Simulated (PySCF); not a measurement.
## What the settings do

Molecule: SMILES c1([SiH3])cnn[nH]1, C₂H₅N₃Si; geometry GFN2-xTB.

Bonds (- single, = double, # triple, : aromatic): Si1-C2 1.871 Å, C2:C3 1.386 Å, C3:N4 1.342 Å, N4:N5 1.278 Å, N5:N6 1.326 Å, N6:C2 1.358 Å. Si1 carries H7, H8, H9; C3 carries H10; N6 carries H11.

All runs: PySCF, non-relativistic, gas phase unless a solvent (IEF-PCM) is named; grid level 2, GIAOs and SCF threshold 1e-9 unless changed. The yardstick, PBE0/pcSseg-1, gives these isotropic shieldings σ (ppm, equivalent atoms averaged): C3 41.8, C2 59.9, N5 -143.2, N4 -118.4, N6 5.1, H10 23.71, H7/H8/H9 27.08.

What do these inputs give? (1) solvent benzene; CAM-B3LYP/pcSseg-1; (2) KT2/def2-TZVP

Answers


```tsv
run	outcome	functions	wall time	C3	C2	N5	N4	N6	H10	H7/H8/H9
1	converged	134	14 s	36.6	50.3	-148.5	-122.9	-4.0	23.74	27.24
2	converged	222	35 s	58.7	77.0	-102.6	-79.2	25.5	24.04	26.96
```

Times are on 1 thread of an Arm Neoverse V1, shared host.
